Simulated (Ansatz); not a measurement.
Si2N4, relaxed as a singlet with RKS r2SCAN-D4/def2-SVP in Ansatz, starting from the GFN1-xTB geometry. Force threshold 0.02 eV/Å.

The structure comes from a short search, and lower isomers may exist.

Start:

```xyz
6

Si    2.893    0.874   -1.219
Si   -0.709   -1.391    0.292
N     1.632    0.076   -0.680
N     0.563   -0.577   -0.218
N    -2.065    0.206    0.457
N    -2.315    0.812    1.368
```

(1) Estimate the energy that the relaxation releases and the steps that it takes.

(2) Does the start keep its bonding and symmetry?

(3) Predict the relaxed structure.

## Answers

(1) 1.02 eV, in 26 steps; 64 s on 2 threads of Arm Neoverse V2 on a shared host. No frequencies were taken in this run, so the end may be a saddle point.

(2) Bonds lost: Si2–N5 (atoms count from 1). The end holds 2 separate pieces.

(3) 
```xyz
6

Si    1.857    1.469   -0.629
Si   -0.203   -2.434   -0.007
N     1.159    0.041   -0.422
N     0.580   -1.056   -0.248
N    -1.950    0.506    0.730
N    -1.444    1.475    0.576
```
Bond lengths: 2 × N–N 1.10 to 1.25 Å; 2 × N–Si 1.60 Å.
